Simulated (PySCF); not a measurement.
This PySCF input asks for the NMR shieldings of SMILES C[C@@H](F)/C=C\[C@H](F)C[SiH3], C₆H₁₂F₂Si; the geometry comes from GFN2-xTB.

```python
import basis_set_exchange as bse
import numpy as np
from pyscf import gto, dft
from pyscf.prop import nmr

atoms = """
C    -3.356296   -0.493518   -0.366917
C    -1.884006   -0.462966    0.006756
F    -1.134912   -0.792027   -1.122818
C    -1.448624    0.879609    0.526112
C    -0.223161    1.170256    0.937474
C     0.944957    0.236665    0.931174
F     1.719574    0.502582    2.054010
C     1.798726    0.422488   -0.317233
Si    3.384589   -0.635976   -0.275615
H    -3.615529   -1.465069   -0.779920
H    -3.959799   -0.309186    0.517040
H    -3.566743    0.269642   -1.112692
H    -1.652456   -1.255252    0.734039
H    -2.210714    1.645161    0.527318
H     0.011550    2.165999    1.287860
H     0.632920   -0.809544    1.030728
H     2.051232    1.480322   -0.409182
H     1.186254    0.160394   -1.178651
H     3.003156   -2.042604   -0.130244
H     4.079635   -0.424465   -1.546742
H     4.230725   -0.225570    0.841734
"""
names = dict.fromkeys(["C", "F", "Si", "H"], "pcSseg-1")
basis = {el: gto.basis.parse(bse.get_basis(n, elements=[el], fmt="nwchem")) for el, n in names.items()}
mol = gto.M(atom=atoms, basis=basis, charge=0, verbose=0)
mf = dft.RKS(mol, xc="PBE0")
mf.grids.level = 2
mf.grids.alignment = dft.numint.BLKSIZE   # the property module wants whole blocks of grid points
mf.conv_tol = 1e-9
mf.kernel()

calc = nmr.RKS(mf)   # GIAO
C = mf.mo_coeff
Co = C[:, mf.mo_occ > 0]
resp = mf.gen_response(singlet=True, hermi=2)
def vind(x):   # induced exchange potential for any number of trial vectors
    d = np.einsum("pi,xij,qj->xpq", C, 2 * x.reshape(-1, C.shape[1], Co.shape[1]), Co, optimize=True)
    return np.einsum("xpq,pi,qj->xij", resp(d - d.transpose(0, 2, 1)), C, Co, optimize=True).ravel()
mo1, _ = nmr.rhf.solve_mo1(calc, with_cphf=vind)
sigma = calc.kernel(mo1)
for i, s in enumerate(sigma):   # ppm
    w = np.linalg.eigvalsh((s + s.T) / 2)
    print("%2d %-2s iso %8.1f  s11 %8.1f  s22 %8.1f  s33 %8.1f" % (i, mol.atom_pure_symbol(i), w.mean(), *w))
```

Q: What does it print?

A: 
```
 0 C  iso    162.8  s11    144.5  s22    158.9  s33    184.9
 1 C  iso     99.6  s11     60.7  s22     85.1  s33    153.1
 2 F  iso    363.1  s11    317.8  s22    374.1  s33    397.5
 3 C  iso     51.5  s11    -52.9  s22     67.2  s33    140.3
 4 C  iso     34.6  s11    -79.3  s22     46.5  s33    136.7
 5 C  iso     94.5  s11     60.9  s22     80.8  s33    141.8
 6 F  iso    374.1  s11    348.3  s22    384.5  s33    389.5
 7 C  iso    165.5  s11    140.1  s22    167.9  s33    188.4
 8 Si iso    424.5  s11    399.0  s22    413.8  s33    460.6
 9 H  iso     30.0  s11     25.8  s22     28.0  s33     36.2
10 H  iso     30.6  s11     26.7  s22     28.1  s33     36.8
11 H  iso     30.1  s11     26.7  s22     28.6  s33     34.9
12 H  iso     26.3  s11     23.3  s22     26.9  s33     28.6
13 H  iso     26.1  s11     23.4  s22     25.1  s33     29.7
14 H  iso     25.2  s11     23.0  s22     24.4  s33     28.1
15 H  iso     26.2  s11     23.1  s22     25.0  s33     30.5
16 H  iso     30.4  s11     26.6  s22     29.9  s33     34.7
17 H  iso     30.5  s11     24.9  s22     30.3  s33     36.3
18 H  iso     27.8  s11     24.3  s22     26.4  s33     32.6
19 H  iso     27.9  s11     24.5  s22     25.5  s33     33.6
20 H  iso     27.6  s11     23.8  s22     26.5  s33     32.7
```

These numbers come from an equivalent density-fitted implementation of the same equations, which agrees with the script to about 0.01 ppm for H and up to a few tenths of a ppm for heavy atoms, so last digits may differ.

Q: Turn these shieldings into chemical shifts. Scale: 13C (σref 186.93) and 29Si (σref 349.16) and 1H (σref 31.72) against TMS; 19F (σref 170.95) vs CFCl3 (reference shieldings calculated alike).

A: Averaging equivalent atoms: C 4: 152.3; C 3: 135.4; C 5: 92.4; C 1: 87.3; C 0: 24.1; C 7: 21.4; F 2: -192.2; F 6: -203.2; Si 8: -75.3; H 14: 6.55; H 13: 5.65; H 15: 5.51; H 12: 5.44; H 18/19/20: 3.96; H 9/10/11: 1.50; H 16: 1.32; H 17: 1.20 ppm. Unscaled 19F shifts against computed CFCl3 carry errors that often reach 10 to 50 ppm.

Size and cost of the density-fitted run: 220 basis functions, 100 s wall time on 1 thread of an Arm Neoverse N1, shared host; peak memory 0.98 GiB.
